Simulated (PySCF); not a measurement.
**InGe and its ions**

UHF-CCSD(T); basis In cc-pVDZ-PP with ECP28, Ge cc-pVDZ-PP with ECP10; scalar-relativistic core potentials; PySCF 2.14. Neutral (UHF): quartet (σ ↑, π ↑↑), Re = 2.696 Å, ωe = 181 cm⁻¹, De = 1.94 eV.

InGe⁺ (UHF): triplet (σ ↑, π ↑), Re = 3.187 Å, ωe = 88.4 cm⁻¹, De = 0.59 eV to In⁺ + Ge. The energies at the minima are -482.75149 hartree for InGe and -482.50266 for InGe⁺.

Q: Work out the adiabatic ionisation energy, without and with harmonic zero-point energies (1 hartree = 27.2114 eV, 1 eV = 8065.5 cm⁻¹), and the change of the bond length.

A: At UHF-CCSD(T): 0.24883 hartree = 6.771 eV between the minima; the zero-point term (88.4 − 181.0)/2 cm⁻¹ = -0.006 eV makes it 6.765 eV. Re changes by +49.1 pm against the neutral. The electron leaves a π orbital, and the ion is left as a loose complex of an ion and an atom.

Correlated steps freeze 8 core orbitals. Correlated levels converge slowly with the basis: in double zeta they bind strong bonds too weakly, by up to about 1 eV, and carry superposition errors of some tenths. These are scalar-relativistic numbers at best; spin–orbit coupling would shift them, the dissociation energy most. For an ion De counts to the pair picked by the measured ionisation energies or electron affinities, which need not be the lowest pair at this level. States were picked by a PBE0 search and need not be the measured ground states.
